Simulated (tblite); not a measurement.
Compound: C6H14Si.
Structure used (GFN2-xTB), in Å, numbered top down from 1:
```xyz
21
C6H14Si angstrom
C     -2.296    1.549   -0.060
Si    -1.600   -0.145    0.437
C     -0.108   -0.629   -0.639
C      0.509   -1.981   -0.229
C      1.683   -1.228    0.405
C      1.262    0.035   -0.361
C      1.325    1.354    0.384
H     -1.579    2.349    0.093
H     -2.589    1.565   -1.106
H     -3.177    1.782    0.529
H     -1.257   -0.149    1.866
H     -2.627   -1.176    0.220
H     -0.398   -0.585   -1.692
H     -0.081   -2.602    0.443
H      0.812   -2.583   -1.085
H      2.681   -1.614    0.203
H      1.558   -1.107    1.480
H      1.833    0.127   -1.290
H      2.360    1.602    0.613
H      0.771    1.297    1.318
H      0.908    2.155   -0.222
```

Computed values, GFN2-xTB/tblite, gas phase, harmonic and unscaled. This tight-binding method is rough: wavenumbers can miss measured ones by several per cent, in bad cases by 10 to 20. Modes of hydrogen on silicon can be 10 to 20 % off. One conformer, not necessarily the lowest.

Harmonic wavenumbers (cm⁻¹): 66.1, 87.4, 115.6, 142.1, 198.4, 239.4, 281.2, 333.6, 425.8, 482.8, 573.5, 659.2, 673.3, 695.1, 766.2, 805.4, 813.1, 826.0, 844.9, 918.9, 941.7, 968.2, 1025.6, 1036.2, 1053.6, 1089.6, 1148.0, 1180.4, 1192.2, 1223.7, 1237.1, 1253.5, 1258.8, 1277.8, 1342.9, 1374.5, 1407.0, 1478.7, 1487.8, 1491.4, 1497.9, 1499.8, 1502.3, 2185.5, 2204.0, 2925.1, 2939.1, 2979.4, 2996.0, 3000.6, 3009.6, 3015.7, 3026.8, 3038.2, 3039.8, 3048.6, 3050.3.

A = 3180, B = 1578, C = 1208 MHz; mass 114.086 u (most abundant isotopes); point group C1, symmetry number 1.

Question: Zero-point energy?

Answer: ½Σν̃ = 39688 cm⁻¹ = 113.47 kcal/mol.

Question: What is S at 400 K and 1 bar for an ideal gas of classical rigid rotors and harmonic oscillators?

Answer: Translation 41.60, rotation 29.24, vibration 36.04: S = 106.9 cal/(mol K).

Question: And Cp and H(400 K) − H(0)?

Answer: Cp = 48.51 cal/(mol K), of which vibrations give 40.56 (their classical limit is 57 R = 113.3); H(400 K) − H(0) = 10.95 kcal/mol without the zero-point energy, 7.77 from vibrations.

Question: Blend soft modes into free rotors: weight 1/[1 + (100 cm⁻¹/ν̃)⁴] for the oscillator and the rest for a rotor with moment μB/(μ + B), μ = h/(8π²ν), B = 10⁻⁴⁴ kg m². What vibrational entropy results?

Answer: 33.94 cal/(mol K) in place of 36.04, which changes −T·S at 400 K by +0.84 kcal/mol.

Question: How do the functions run with temperature in this model?

Answer: 
```csv
T (K),S (cal/(mol K)),Cp (cal/(mol K)),H − H(0) (kcal/mol),G − H(0) (kcal/mol),ln q(vib)
150,74.8,22.1,2.23,-8.99,2.44
250,88.3,31.9,4.91,-17.16,4.77
298.15,94.3,37.2,6.57,-21.56,5.91
600,130.1,66.5,22.55,-55.54,13.32
900,160.7,84.1,45.35,-99.30,20.63
```

q(vib) and H(0) count from the zero-point level.

Question: Which modes carry the vibrational entropy at 400 K?

Answer: 66.1 cm⁻¹: 4.85; 87.4 cm⁻¹: 4.29; 115.6 cm⁻¹: 3.75; 142.1 cm⁻¹: 3.34; 198.4 cm⁻¹: 2.70; 239.4 cm⁻¹: 2.34 cal/(mol K); the other 51 give 14.77 together.

Question: What must be added to the electronic energy to get the Gibbs energy at 400 K and 1 bar?

Answer: ZPE + [H(400 K) − H(0)] − T·S = 113.47 + 10.95 − 42.75 = 81.67 kcal/mol.

Hindered rotation and anharmonicity are outside this model. Other conformers, if any are populated, would add a mixing term that is left out. The structure is chiral; the term R ln 2 for an equal mix with its mirror image is left out.
